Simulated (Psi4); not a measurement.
Psi4 input (wB97X-D/6-31G*):

```
memory 1500 MB

molecule {
0 2
Si   -1.02909718    0.09598792    0.19603010
P     1.16264179   -0.17498748   -0.28686021
H    -1.82509624   -0.83302336   -0.63823404
H    -1.45804519    1.48794000   -0.08774552
H    -1.28854722   -0.19745417    1.62733475
H     1.53942232    0.82351881    0.65712658
symmetry c1
no_reorient
no_com
}

set {
  basis 6-31G*
  reference uks
  scf_type pk
  dft_radial_points 99
  dft_spherical_points 590
  e_convergence 1e-8
  d_convergence 1e-7
  maxiter 150
}

e = energy('wb97x-d')
print_out(f'\nFINAL {e:.10f} DIPOLE {variable("CURRENT DIPOLE")[0]:.6f} {variable("CURRENT DIPOLE")[1]:.6f} {variable("CURRENT DIPOLE")[2]:.6f}\n')
```

From the last part of the output:

```
  HONO-1 :   16  A 1.9986396
  HONO-0 :   17  A 1.0000000
  LUNO+0 :   18  A 0.0013604
  LUNO+1 :   19  A 0.0003034
  LUNO+2 :   20  A 0.0001214
  LUNO+3 :   21  A 0.0001045

Computation Completed

Properties will be evaluated at   0.000000,   0.000000,   0.000000 [a0]

Properties computed using the SCF density matrix

 Multipole Moments:

 ------------------------------------------------------------------------------------
     Multipole            Electronic (a.u.)      Nuclear  (a.u.)        Total (a.u.)
 ------------------------------------------------------------------------------------

 L = 1.  Multiply by 2.5417464519 to convert [e a0] to [Debye]
 Dipole X            :         -0.2180817            0.0000000           -0.2180817
 Dipole Y            :          0.2162712           -0.0000001            0.2162711
 Dipole Z            :          0.2340803            0.0000000            0.2340803
 Magnitude           :                                                    0.3861689

 ------------------------------------------------------------------------------------

FINAL -633.1611148821 DIPOLE -0.218082 0.216271 0.234080

*** Psi4 exiting successfully. Buy a developer a beer!
```

The geometry given is a B3LYP-D3(BJ)/def2-TZVP minimum.
